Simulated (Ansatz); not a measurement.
Basis-set extrapolation for C6H17NSi (`CC(C)N([SiH3])C(C)C`) (PBE0-D4/def2-TZVP geometry, frozen core, Ansatz). Multiplicity 1, RHF reference.

```json
{"": "HF", "def2-TZVPP": "-580.615188", "def2-QZVPP": "-580.638347"}
{"": "MP2 correlation", "def2-TZVPP": "-1.406438", "def2-QZVPP": "-1.495509"}
{"": "CCSD(T) correlation", "def2-TZVPP": "-1.555640", "def2-QZVPP": "not run"}
```

Energies in hartree. Use E(X) = E(∞) + A·exp(−7.88·√X) for Hartree–Fock and E(X) = E(∞) + B·X^(−2.97) for correlation, with X = 3 and 4, and add CCSD(T) minus MP2 of the smaller set to the MP2 limit.

Q: What is the CCSD(T) energy at the basis-set limit?

A: HF limit: -580.638347 + (-0.023159) × 0.13774 = -580.64154. MP2 limit: -1.495509 + (-0.089071) × 0.74074 = -1.56149. Higher-order term: -1.555640 − (-1.406438) = -0.14920. Total: -582.35223 hartree, 113.8 kcal/mol below CCSD(T)/def2-TZVPP.
